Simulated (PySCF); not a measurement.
# How methods differ on the excitation energy of V²⁺

V²⁺ [Ar] 3d3 (4F) → V²⁺ [Ar] 3d2 4s1 (4F), as a difference of total energies. All numbers are calculated (PySCF 2.14, the spin-free X2C one-electron Hamiltonian (Gaussian nucleus), in aug-cc-pwCVTZ-DK). Correlated levels: valence: [Ar] frozen; valence and next inner shell: [Ne] frozen; nothing frozen. The calculations carry no spin-orbit coupling.

| method | excitation energy (eV) |
| --- | --- |
| UHF | 5.057 |
| LDA | 5.559 |
| PBE | 5.502 |
| PBE0 | 5.569 |
| r2SCAN | 5.762 |
| B97-3 | 5.641 |
| BP86 | 5.538 |
| M06-2X | 5.427 |
| MP2 (valence) | 5.281 |
| SCS-MP2 (valence) | 5.132 |
| MP2 (valence and next inner shell) | 5.432 |
| SCS-MP2 (valence and next inner shell) | 5.310 |
| MP2 (all electrons) | 5.454 |
| SCS-MP2 (all electrons) | 5.324 |

Problem. How much does correlation contribute at MP2 (all electrons)?

Solution. 5.454 − (5.057) = 0.397 eV, measured against UHF.

A first-order spin-orbit estimate (lowest level to lowest level, LS coupling) adds -0.007 eV.
